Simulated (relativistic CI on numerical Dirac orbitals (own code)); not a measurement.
## What each ingredient does to the levels of Xe²⁺

Base calculation: Dirac-Coulomb-Breit CI, orbitals from a KLI potential per configuration, model QED, valence Slater integrals scaled by 0.85, P86 correlation energy added to each configuration.

CI space (outside the closed core [Kr] 4d10): 5s²5p⁴, 5s5p⁵, 5s²5p³5d, 5p⁶, 5s²5p³5f, 5s²5p³6s, 5s5p⁴5d, 5s²5p³6p, 5s²5p³7s, 5s²5p³6d, 5s²5p³4f, 5s²5p³7p, 5s5p⁴5f, 5s²5p³8s, 5s²5p³7d, 5s²5p³5g, 5s²5p³8p, 5s²5p³6f, 5s²5p²4f5d, 5s5p⁴6s, 5s5p³6s², 5p⁵6p, 5s²5p²5d5f, 5s5p⁴4f, 5s5p⁴6p, 5p⁵4f, 5s²5p²5d², 5s²5p5d³, 5s²5p5d²5f, 5s²5p5d²6s, 5s5p²5d³, 5s²5p5d²6p, 5s²5p²4f², 5s²5p4f²5d, 5s²5p4f²5f, 5s²5p4f²6s, 5s5p²4f²5d, 5s²5p4f²6p. Double excitations out of closed p, d and f shells are left out; levels of such configurations are missing from the list, as are those of other unlisted configurations, and high levels can miss mixing partners. These lack a partner that the ground configuration has and come out too high: 5s²5p³7s, 5s²5p³6d, 5s²5p³4f, 5s²5p³7p, 5s5p⁴5f.

Variants: (1) valence Slater integrals scaled by 0.75; (2) self-excluded LDA correlation estimate; (3) Breit term removed; (4) configuration mixing switched off. Shifts of the energy above 5s²5p⁴ ³P2, in cm⁻¹, for the lowest level and the first level of each name with at least 55 % of one term (blank where a level changes its place among those of its configuration and J or its character, or is not in the variant):

| Level | Base | Δ(1) | Δ(2) | Δ(3) | Δ(4) | Measured |
| --- | --- | --- | --- | --- | --- | --- |
| 5s²5p⁴ ³P2 | 0.0 | 0.0 | 0.0 | 0.0 | 0.0 | 0.0 |
| 5s²5p⁴ ³P0 | 7874.2 | -410.3 | +0.7 | +61.5 | +436.9 | 8130.1 |
| 5s²5p⁴ ³P1 | 9601.6 | +174.3 | +0.5 | +151.8 | +196.6 | 9794.4 |
| 5s²5p⁴ ¹D2 | 16900.6 | -644.3 | +3.3 | +154.4 | +1200.7 | 17098.7 |
| 5s²5p⁴ ¹S0 | 34896.9 | -1668.2 | +3.2 | +269.2 | +2286.4 | 36102.9 |
| 5s5p⁵ ³P°2 | 104233.7 | +1777.6 | +188.5 | +65.7 | +11961.3 | 98262.5 |
| 5s²5p³5d ⁵D°3 | 115846.1 | +1080.7 | +123.2 | +184.4 | -4705.6 | 111605.4 |
| 5s²5p³5d ⁵D°2 | 116202.7 | +1099.7 | +124.9 | +184.4 | -4996.4 | 111856.4 |
| 5s²5p³5d ⁵D°4 | 116315.1 | +1116.0 | +123.4 | +209.9 | -4744.6 | 112271.8 |
| 5s²5p³5d ⁵D°1 | 116865.3 | +1254.8 | +130.9 | +206.1 | -5621.3 | 112449.9 |
| 5s²5p³5d ³D°3 | 126413.5 | +235.7 | +124.7 | +240.0 | -4280.7 | 121229.6 |
| 5s²5p³5d ³D°1 | 127451.6 | +225.9 | +130.4 | +246.4 |  | 121922.8 |
| 5s²5p³6s ⁵S°2 | 127793.4 | +167.2 | +1026.3 | +123.1 | -5443.0 | 121475.9 |
| 5s²5p³5d ³F°2 | 129814.3 | +46.7 | +130.1 | +240.1 | -3901.4 | 124691.3 |

For a near-neutral ion this model can misplace configurations by up to about 10,000 cm⁻¹ (more where the count of f electrons changes) and terms by 10 to 25 % of their spread. Rates follow the energies as ν³ (E1, M1) or ν⁵ (E2), so they and the lifetimes can be off by large factors. The fine structure of a lone outer electron comes out too small, for d and f at times inverted, and misplaced configurations move strength between like terms. 39 of the 69 excited levels that our extract of the measured tables holds in this range could be paired (the sources list more); they are missed by 5235 cm⁻¹ on average and 9827 at most, and levels without a partner can miss by more.

Measured levels: Saloman, J. Phys. Chem. Ref. Data 33, 765 (2004).

Ionisation energy from the two ground configurations alone: base 31.02 eV; valence Slater integrals scaled by 0.75 31.14 eV; self-excluded LDA correlation estimate 31.2 eV; Breit term removed 31.04 eV. The NIST ASD value (semi-empirical) is 31.05 eV.

LS names give the leading component of a level, which can be under half, so a name can repeat, a term be missing and a line seem to break the LS rules.
